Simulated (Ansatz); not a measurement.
A nudged elastic band was laid between two geometries of C2H8AlGeN (13 atoms, charge 0, multiplicity 1).

Theory: RKS PBE/def2-SVP (Ansatz 0.2.0).

```yaml
movable_images: 6
climbing_image: no
spring: 5.0 eV/Å²
optimiser: quadratic models (default)
start_path: through a guess of the saddle point
force_threshold: 0.03 eV/Å
iteration_limit: 60
end_points: relaxed
```

Image 0:

```xyz
13
Properties=species:S:1:pos:R:3
C -0.495 1.066 1.741
C -0.231 0.443 0.564
Ge -0.895 1.249 -1.094
Al 0.804 -1.223 0.622
N 1.233 -2.071 -0.891
H -1.068 2.013 1.815
H -0.150 0.660 2.713
H -1.869 0.279 -1.824
H -1.638 2.582 -0.789
H 0.281 1.533 -2.075
H 1.288 -1.854 2.009
H 1.769 -2.941 -0.935
H 0.992 -1.772 -1.840
```

Image 7:

```xyz
13
Properties=species:S:1:pos:R:3
C -0.500 1.062 1.739
C -0.219 0.451 0.560
Ge -0.879 1.261 -1.097
Al 0.828 -1.208 0.618
N 1.196 -2.097 -0.887
H -1.088 1.999 1.816
H -0.152 0.658 2.712
H -1.771 0.256 -1.881
H -1.710 2.538 -0.779
H 0.305 1.644 -2.031
H 1.368 -1.800 2.002
H 0.907 -1.833 -1.832
H 1.736 -2.966 -0.927
```

Task: What changes between the two ends?

Result: No bond is made or broken. The height of N5 over the plane of its neighbours goes from 0.00 to 0.00 Å. The two ends are copies of one structure, up to a mirror image or an exchange of like atoms.

Task: What energy profile does the band end with?

Result: It converged. The highest image is number 3 of 0 to 7, 38.9 kJ/mol above the ends, which have the same energy within 2 meV. No image climbed, so the highest image needn't sit at the top of the path.

```
image  path coordinate (Å)  energy (kJ/mol)  height of N5 over the plane of its neighbours (Å)
    0                 0.00              0.0                                               0.00
    1                 0.55              4.0                                              -0.01
    2                 1.10             20.6                                              -0.06
    3                 1.65             38.9                                              -0.15
    4                 2.21             38.8                                              -0.16
    5                 2.76             20.6                                              -0.06
    6                 3.31              4.0                                              -0.01
    7                 3.86              0.0                                               0.00
```

Task: What is the geometry of the highest image?

Result: 
```xyz
13
Properties=species:S:1:pos:R:3
C -0.470 1.071 1.745
C -0.199 0.478 0.554
Ge -0.944 1.232 -1.095
Al 0.847 -1.179 0.578
N 1.205 -2.043 -0.968
H -1.089 1.987 1.847
H -0.083 0.666 2.702
H -1.879 0.211 -1.802
H -1.763 2.516 -0.765
H 0.191 1.599 -2.091
H 1.297 -1.715 2.025
H 0.877 -2.991 -1.169
H 2.031 -1.869 -1.546
```

Run time: 5.8 min on 2 threads of Arm Neoverse V1 (shared host), peak memory 0.19 GiB.
